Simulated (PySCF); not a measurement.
C4H4Se2.
Atom-mapped SMILES: `[CH:1]1=[CH:2][Se:3][CH:4]=[CH:5][Se:6]1` (hydrogens: H7 on C1; H8 on C2; H9 on C4; H10 on C5)

Geometry (PBE0-D3(BJ)/def2-SVP, Å), atoms numbered from 1 in this order:
```
atom  x, y, z in Å
C1    -1.1659    1.0539    0.0954
C2    -1.5601   -0.2184    0.1794
Se3   -0.4889   -1.7007   -0.3257
C4     1.1722   -1.0590    0.3282
C5     1.5666    0.2132    0.2444
Se6    0.5354    1.5967   -0.5446
H7    -1.8041    1.8664    0.4569
H8    -2.5311   -0.4790    0.6121
H9     1.7831   -1.8049    0.8463
H10    2.5105    0.5409    0.6913
```

Computed with PySCF at CAM-B3LYP/def2-SVPD, non-relativistic, on one gas-phase PBE0-D3(BJ)/def2-SVP geometry that isn't relaxed in the solvent. The solvent is an IEF-PCM continuum (van der Waals radii × 1.2), and excitations are vertical TDDFT with non-equilibrium linear response and a frozen core. Specific hydrogen bonds and non-electrostatic terms are outside this model. Spin–orbit coupling is left out although an atom past zinc is present.

Gas-phase singlets (H = HOMO, L = LUMO):

```csv
state,E (eV),λ (nm),f,leading configurations
S1,3.905,317,0.000,H→L 96%
S2,4.814,258,0.005,"H→L+2 56%, H-1→L 20%"
S3,4.958,250,0.125,H→L+1 93%
S4,5.246,236,0.012,H→L+3 82%
S5,5.483,226,0.000,"H→L+6 68%, H-1→L+2 17%"
```

Task: What are the lowest 5 singlets in cyclohexane (ε = 2.017)?

Result: 
```tsv
state	E (eV)	λ (nm)	f	leading configurations	change by rank (eV)
S1	3.961	313	0.000	H→L 96%	+0.056
S2	4.840	256	0.008	H→L+3 57%, H-1→L 20%	+0.026
S3	4.932	251	0.188	H→L+1 94%	-0.026
S4	5.262	236	0.017	H→L+2 84%	+0.016
S5	5.525	224	0.000	H→L+6 67%, H-1→L+3 18%	+0.042
```

Task: What are the lowest 5 singlets in methanol (ε = 32.61)?

Result: 
| state | E (eV) | λ (nm) | f | leading configurations | change by rank (eV) |
| --- | --- | --- | --- | --- | --- |
| S1 | 4.052 | 306 | 0.000 | H→L 96% | +0.147 |
| S2 | 4.924 | 252 | 0.007 | H→L+3 60%, H-1→L 18% | +0.110 |
| S3 | 5.004 | 248 | 0.175 | H→L+1 94% | +0.046 |
| S4 | 5.310 | 233 | 0.021 | H→L+2 86%, H→L+10 8% | +0.064 |
| S5 | 5.628 | 220 | 0.000 | H→L+6 65%, H-1→L+3 19% | +0.145 |

Task: The ground-state energy changes by -0.180 eV from gas to methanol. By how much does the total energy of gas-phase S1 change?

Result: E(S1) = E(S0) + excitation energy, so it changes by -0.180 + 0.147 = -0.033 eV: it is lowered less than the ground state, which is what a blue shift means. This is the vertical state, with the slow part of the continuum still set for S0.

Task: How do the frontier levels move from gas to methanol?

Result: 
```json
{"orbital": "LUMO+2", "gas (eV)": "0.98", "solvent (eV)": "1.00", "change (eV)": "+0.02", "Löwdin shares, gas": "Se3 41 %, Se6 41 %", "Löwdin shares, solvent": "Se6 36 %, Se3 36 %, C1 6 %, C5 6 %"}
{"orbital": "LUMO+1", "gas (eV)": "0.68", "solvent (eV)": "0.73", "change (eV)": "+0.05", "Löwdin shares, gas": "Se3 15 %, Se6 15 %, C4 15 %, C1 15 %", "Löwdin shares, solvent": "Se3 15 %, Se6 15 %, C4 15 %, C2 15 %"}
{"orbital": "LUMO", "gas (eV)": "0.14", "solvent (eV)": "0.25", "change (eV)": "+0.11", "Löwdin shares, gas": "Se6 15 %, Se3 15 %, C1 15 %, C4 15 %", "Löwdin shares, solvent": "Se6 15 %, Se3 15 %, C1 15 %, C4 15 %"}
{"orbital": "HOMO", "gas (eV)": "-7.14", "solvent (eV)": "-7.19", "change (eV)": "-0.05", "Löwdin shares, gas": "Se6 28 %, Se3 28 %, C5 10 %, C2 10 %", "Löwdin shares, solvent": "Se3 28 %, Se6 28 %, C5 10 %, C2 10 %"}
{"orbital": "HOMO-1", "gas (eV)": "-8.52", "solvent (eV)": "-8.57", "change (eV)": "-0.05", "Löwdin shares, gas": "Se3 36 %, Se6 36 %, C5 7 %, C2 7 %", "Löwdin shares, solvent": "Se6 36 %, Se3 36 %, C5 7 %, C2 7 %"}
{"orbital": "HOMO-2", "gas (eV)": "-9.66", "solvent (eV)": "-9.59", "change (eV)": "+0.07", "Löwdin shares, gas": "C1 22 %, C2 22 %, C4 22 %, C5 22 %", "Löwdin shares, solvent": "C1 22 %, C4 22 %, C2 22 %, C5 22 %"}
{"orbital": "HOMO-3", "gas (eV)": "-10.48", "solvent (eV)": "-10.44", "change (eV)": "+0.04", "Löwdin shares, gas": "Se6 23 %, Se3 22 %, C1 13 %, C5 13 %", "Löwdin shares, solvent": "Se3 23 %, Se6 22 %, C4 13 %, C1 13 %"}
```

The HOMO–LUMO gap goes from 7.28 to 7.44 eV.
